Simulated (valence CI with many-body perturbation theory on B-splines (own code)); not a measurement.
**E1 transitions of Ru XXXIX**

Computed by valence CI with perturbative core correlation (CI+MBPT): four valence electrons over a frozen Dirac-Fock core [He], radial functions for each j: 11 s, 11 p, 10 d, 8 f, 5 g, 2 h, with the one-electron correlation potential Σ1 (screened to all orders), the two-electron term Σ2, the three-electron term Σ3, Breit, model QED; selected single and double excitations, second order for the rest, scaled by the run's own slope (own B-spline code, finite nucleus).

The last digits are not significant, and no measured levels were compared; by estimate large intervals hold to a few tenths of a per cent, small ones and those within an open d or f shell to about a per cent. Among the levels kept, up to 900 cm⁻¹ of a level comes from second order outside the variational space, and about a tenth of that is noise between levels of different J, which matters for small intervals.

Lines 1 to 50 of 550 in falling wavelength, among levels below 31254 × 10³ cm⁻¹, chosen from the strongest by gf and those to the six lowest levels. Wavelengths and rates use the calculated energies. Electric multipoles are in the length gauge, E1 and E2 with the static RPA response of the core. Weak lines are less certain than strong ones. Lines between different terms over intervals too small for the method are left out, as are lines whose strength nearly cancels. The highest levels of a list are the least certain.

Levels are named by their leading jj configuration (3d3/2^4 stands for four electrons in 3d with j = 3/2), which in mixed levels can hold well under half, so a name can repeat and another be missing. Letters in brackets count levels of one name in rising energy.

```tsv
λ vac (Å)	Upper	Lower	A (s⁻¹)	S (a.u.) with core polarisation	S without
296.4	(2p1/2 2p3/2^2 3p1/2) J=3	(2p1/2 2p3/2^2 3s) J=3	1.07e+09	9.59e-02	9.59e-02
290.6	(2p1/2^2 2p3/2 3p1/2) J=2	(2p1/2^2 2p3/2 3s) J=2	1.55e+09	9.40e-02	9.40e-02
271.0	(2s 2p1/2 2p3/2 3p1/2) J=3	(2s 2p1/2 2p3/2 3s) J=3	1.07e+09	7.36e-02	7.36e-02
270.6	(2s 2p3/2^2 3p1/2) J=3	(2s 2p3/2^2 3s) J=2 [a]	1.20e+09	8.21e-02	8.21e-02
239.6	(2s 2p3/2^2 3d5/2) J=4 [a]	(2s 2p3/2^2 3p3/2) J=4	1.25e+09	7.66e-02	7.66e-02
237.8	(2s 2p3/2^2 3d5/2) J=4 [a]	(2s 2p3/2^2 3p3/2) J=3 [a]	1.74e+09	1.04e-01	1.04e-01
235.5	(2s 2p1/2 2p3/2 3d5/2) J=4 [a]	(2s 2p1/2 2p3/2 3p3/2) J=3 [a]	3.61e+09	2.10e-01	2.10e-01
234.5	(2s 2p1/2 2p3/2 3d5/2) J=5	(2s 2p1/2 2p3/2 3p3/2) J=4	4.01e+09	2.81e-01	2.81e-01
232.3	(2s 2p1/2 2p3/2 3p1/2) J=2 [a]	(2s 2p1/2 2p3/2 3s) J=2 [a]	2.44e+09	7.55e-02	7.55e-02
230.9	(2p1/2^2 2p3/2 3d5/2) J=4	(2p1/2^2 2p3/2 3p3/2) J=3	4.68e+09	2.56e-01	2.56e-01
230.9	(2s 2p3/2^2 3d5/2) J=5	(2s 2p3/2^2 3p3/2) J=4	4.13e+09	2.76e-01	2.76e-01
230.5	(2p1/2 2p3/2^2 3d5/2) J=4	(2p1/2 2p3/2^2 3p3/2) J=3 [a]	4.47e+09	2.43e-01	2.43e-01
229.0	(2s 2p3/2^2 3d5/2) J=3 [c]	(2s 2p3/2^2 3p3/2) J=2 [c]	3.40e+09	1.41e-01	1.41e-01
228.8	(2p1/2 2p3/2^2 3d5/2) J=3	(2p1/2 2p3/2^2 3p3/2) J=2 [a]	3.55e+09	1.47e-01	1.47e-01
226.3	(2s 2p3/2^2 3d5/2) J=3 [a]	(2s 2p3/2^2 3p3/2) J=2 [a]	2.45e+09	9.81e-02	9.81e-02
225.1	(2s 2p3/2^2 3p1/2) J=2 [a]	(2s 2p3/2^2 3s) J=3	3.42e+09	9.64e-02	9.64e-02
223.8	(2s 2p1/2 2p3/2 3d5/2) J=3 [a]	(2s 2p1/2 2p3/2 3p3/2) J=2 [a]	1.78e+09	6.89e-02	6.90e-02
221.5	(2s 2p1/2^2 3d5/2) J=3	(2s 2p1/2^2 3p3/2) J=2	4.61e+09	1.73e-01	1.73e-01
221.2	(2s 2p1/2 2p3/2 3d5/2) J=2 [d]	(2s 2p1/2 2p3/2 3p3/2) J=1 [d]	3.12e+09	8.32e-02	8.32e-02
221.0	(2s^2 2p3/2 3p1/2) J=2	(2s^2 2p3/2 3s) J=2	2.48e+09	6.61e-02	6.61e-02
218.2	(2s 2p3/2^2 3d5/2) J=3 [b]	(2s 2p3/2^2 3p3/2) J=2 [b]	3.39e+09	1.21e-01	1.21e-01
217.5	(2s 2p1/2 2p3/2 3d5/2) J=4 [c]	(2s 2p1/2 2p3/2 3p3/2) J=3 [c]	4.91e+09	2.25e-01	2.25e-01
216.9	(2s 2p1/2 2p3/2 3d5/2) J=3 [d]	(2s 2p1/2 2p3/2 3p3/2) J=2 [d]	4.43e+09	1.56e-01	1.56e-01
215.4	(2s 2p1/2 2p3/2 3d5/2) J=3 [c]	(2s 2p1/2 2p3/2 3p3/2) J=2 [c]	4.31e+09	1.49e-01	1.49e-01
213.6	(2s^2 2p3/2 3d5/2) J=4	(2s^2 2p3/2 3p3/2) J=3	4.63e+09	2.00e-01	2.00e-01
213.0	(2s 2p3/2^2 3d5/2) J=4 [b]	(2s 2p3/2^2 3p3/2) J=3 [b]	4.77e+09	2.05e-01	2.05e-01
212.6	(2s 2p1/2 2p3/2 3p1/2) J=3	(2s^2 2p3/2 3p3/2) J=2	2.33e+09	7.71e-02	7.71e-02
212.5	(2p1/2^2 2p3/2 3d5/2) J=3	(2p1/2^2 2p3/2 3p3/2) J=2	5.03e+09	1.67e-01	1.67e-01
212.1	(2s 2p3/2^2 3p1/2) J=3	(2s 2p3/2^2 3s) J=3	2.63e+09	8.69e-02	8.69e-02
210.7	(2s^2 2p1/2 3d5/2) J=3	(2s^2 2p1/2 3p3/2) J=2	5.10e+09	1.65e-01	1.65e-01
208.9	(2p1/2^2 2p3/2 3d5/2) J=2	(2p1/2^2 2p3/2 3p3/2) J=1	2.70e+09	6.08e-02	6.09e-02
208.8	(2s 2p3/2^2 3d5/2) J=2 [a]	(2s 2p3/2^2 3p3/2) J=2 [a]	2.71e+09	6.08e-02	6.09e-02
206.9	(2s 2p1/2 2p3/2 3d5/2) J=4 [b]	(2s 2p1/2 2p3/2 3p3/2) J=3 [b]	4.83e+09	1.90e-01	1.90e-01
206.9	(2p1/2 2p3/2^2 3p1/2) J=2 [b]	(2p1/2 2p3/2^2 3s) J=3	4.72e+09	1.03e-01	1.03e-01
203.0	(2s 2p3/2^2 3d3/2) J=4	(2s 2p3/2^2 3p3/2) J=3 [a]	2.04e+09	7.58e-02	7.58e-02
200.8	(2s 2p1/2 2p3/2 3d5/2) J=2 [a]	(2s 2p1/2 2p3/2 3p3/2) J=1 [a]	4.08e+09	8.16e-02	8.16e-02
197.5	(2s 2p1/2 2p3/2 3p1/2) J=2 [b]	(2s 2p1/2 2p3/2 3s) J=3	5.30e+09	1.01e-01	1.01e-01
197.4	(2s 2p3/2^2 3d5/2) J=2 [b]	(2s 2p3/2^2 3p3/2) J=1 [b]	4.51e+09	8.56e-02	8.56e-02
196.0	(2s^2 2p1/2 3d5/2) J=2	(2s^2 2p1/2 3p3/2) J=1	4.28e+09	7.95e-02	7.95e-02
195.2	(2s 2p1/2^2 3d5/2) J=2	(2s 2p1/2^2 3p3/2) J=1	6.26e+09	1.15e-01	1.15e-01
191.5	(2s 2p1/2 2p3/2 3d5/2) J=3 [b]	(2s 2p1/2 2p3/2 3p3/2) J=2 [b]	3.94e+09	9.55e-02	9.56e-02
190.6	(2s^2 2p3/2 3d5/2) J=2	(2s^2 2p3/2 3p3/2) J=1	3.21e+09	5.48e-02	5.48e-02
186.6	(2s 2p1/2 2p3/2 3d3/2) J=3 [b]	(2s 2p1/2 2p3/2 3p3/2) J=2 [a]	2.76e+09	6.20e-02	6.20e-02
178.6	(2p1/2 2p3/2^2 3p3/2) J=2 [a]	(2p1/2 2p3/2^2 3s) J=1 [a]	4.11e+09	5.78e-02	5.78e-02
169.2	(2s 2p3/2^2 3p3/2) J=3 [a]	(2s 2p3/2^2 3s) J=2 [a]	4.20e+09	7.04e-02	7.04e-02
167.3	(2p1/2^2 2p3/2 3p3/2) J=1	(2p1/2^2 2p3/2 3s) J=1	1.04e+10	7.20e-02	7.20e-02
167.1	(2p1/2 2p3/2^2 3p3/2) J=3 [b]	(2p1/2 2p3/2^2 3s) J=2 [b]	6.09e+09	9.82e-02	9.82e-02
164.9	(2s 2p1/2 2p3/2 3p3/2) J=1 [a]	(2s 2p1/2 2p3/2 3s) J=1 [a]	9.71e+09	6.44e-02	6.45e-02
164.0	(2s 2p3/2^2 3p3/2) J=1 [b]	(2s 2p3/2^2 3s) J=0	7.47e+09	4.88e-02	4.88e-02
164.0	(2s 2p3/2^2 3d5/2) J=3 [a]	(2s 2p3/2^2 3p3/2) J=3 [a]	2.95e+09	4.49e-02	4.49e-02
```
